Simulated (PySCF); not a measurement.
C₅H₅NO.
SMILES: `N#C[C@H]1C=CCO1`

The closed-shell SCF was solved with PySCF and density fitting under several settings on one GFN2-xTB geometry (grid level 2 and gas phase unless stated).

| settings | basis functions | SCF cycles | E (Eh) | HOMO (eV) | LUMO (eV) | dipole (D) |
| --- | --- | --- | --- | --- | --- | --- |
| PBE0/pcSseg-1 | 144 | 14 | -323.0424 | -7.83 | -0.53 | 4.45 |
| PBE0/def2-SVPD | 183 | 14 | -322.8574 | -7.87 | -0.59 | 4.43 |

Problem. Estimate the rows for these settings: (1) B3LYP/def2-SVPD, fitting basis def2-universal-jkfit; (2) CAM-B3LYP/ANO-RCC-VDZP, grid level 1.

Solution. 
```
                                           settings  basis functions  SCF cycles     E (Eh)  HOMO (eV)  LUMO (eV)  dipole (D)
B3LYP/def2-SVPD, fitting basis def2-universal-jkfit              183          11  -323.2307      -7.66      -0.83        4.44
               CAM-B3LYP/ANO-RCC-VDZP, grid level 1              123          11  -323.3926      -9.09       0.76        4.43
```

Problem. Over all rows, what range does the HOMO–LUMO gap span?

Solution. From 6.83 eV (B3LYP/def2-SVPD, fitting basis def2-universal-jkfit) to 9.85 eV (CAM-B3LYP/ANO-RCC-VDZP, grid level 1). The functional of the narrowest has 20 % exact exchange, that of the widest range-separated exact exchange.

Problem. Compare two rows with the functional PBE0: PBE0/pcSseg-1 and PBE0/def2-SVPD. Which energy is lower, and by how much?

Solution. PBE0/pcSseg-1 (144 functions) lies 0.1850 Eh or 116 kcal/mol below PBE0/def2-SVPD (183 functions). The smaller set gives the lower energy; the two sets aren't nested, so the variational bound doesn't order them by size.

Whole jobs, the steps after the SCF included, on an Intel Xeon 6975P-C with one thread, no GPU, on a shared host:

```tsv
settings	work after the SCF	wall time	peak memory
PBE0/pcSseg-1	shieldings, ring-centre shieldings, charges and field gradients	10 s	0.70 GiB
PBE0/def2-SVPD	6 singlets by full TDDFT, 2 Tamm–Dancoff triplets, polarisability	15 s	0.74 GiB
B3LYP/def2-SVPD, fitting basis def2-universal-jkfit	1 singlet by full TDDFT, 2 Tamm–Dancoff triplets, polarisability	13 s	0.71 GiB
CAM-B3LYP/ANO-RCC-VDZP, grid level 1	shieldings, ring-centre shieldings, charges and field gradients	20 s	0.64 GiB
```

Cycle counts include a coarse-grid stage where the run had one. ANO-RCC sets were contracted for a scalar-relativistic Hamiltonian, but ran non-relativistically here.
